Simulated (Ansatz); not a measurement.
`[F][SnH]([F])[O][SiH3]` + `N=C=O` → `O=C=[N][SnH]([F])[F]` + silanol at 298.15 K and 1 bar (ligand exchange at the Sn–O bond).

Program: Ansatz. Geometries: PBE0-D4/def2-TZVP. ΔE: electronic, gas phase. CCSD(T)/CBS is the MP2 limit (def2-TZVPP, def2-QZVPP) plus CCSD(T) − MP2 in def2-TZVPP, frozen cores. This one scheme is used for every species. Elements past krypton have def2 core potentials. For Sn outer-core shells are correlated without core-valence functions, which leaves a few kJ/mol of doubt a bond. Each species was taken in one conformer, which may not be the lowest.

| species | CCSD(T)/CBS energy (Eh) | H − E (kJ/mol) | S (J/(mol·K)) |
| --- | --- | --- | --- |
| `[F][SnH]([F])[O][SiH3]` | -780.38706 | 129.9 | 403.5 |
| `N=C=O` | -168.51995 | 67.5 | 238.3 |
| `O=C=[N][SnH]([F])[F]` | -582.21667 | 85.9 | 383.0 |
| `O[SiH3]` | -366.69042 | 113.6 | 257.8 |

H − E and S are ideal-gas, rigid-rotor, harmonic terms from PBE0-D4/def2-TZVP, for one conformer and one mirror image of each species. 1 Eh = 2625.50 kJ/mol, R = 8.31446 J/(mol·K).

Task: By hand: ΔE, ΔH, ΔS and ΔG.

Result: ΔE = (-582.21667) + (-366.69042) − (-780.38706) − (-168.51995) = -0.00008 Eh = -0.2 kJ/mol. Δ(H − E) = 85.9 + 113.6 − 129.9 − 67.5 = 2.1, so ΔH = 1.9 kJ/mol. ΔS = 383.0 + 257.8 − 403.5 − 238.3 = -1.0 J/(mol·K). ΔG = 1.9 − 298.15 × (-1.0)/1000 = 2.2 kJ/mol.

Task: By hand: the equilibrium constant, and the temperature at which ΔG would vanish if ΔH and ΔS stayed fixed.

Result: log₁₀ K = −ΔG/(RT ln 10) = -0.4. ΔH and −TΔS have one sign here, so there is no such temperature. One of them is within its doubt of zero, so this could turn.

The number of gas molecules stays the same, so ΔS is small and ΔH decides. The sign of ΔG lies within the doubt. A doubt of 5 kJ/mol in ΔE shifts log₁₀ K by 0.9 here. Other conformers and mirror images would add mixing entropy, several J/(mol·K) or more a flexible species. Modes under 60 cm⁻¹, often nearly free rotors, make the harmonic entropy too high. These are equilibria of isolated gas molecules and say nothing of rates. Largest T1 diagnostic: 0.018 (customary marks: 0.02 for closed shells, 0.045 for open ones).
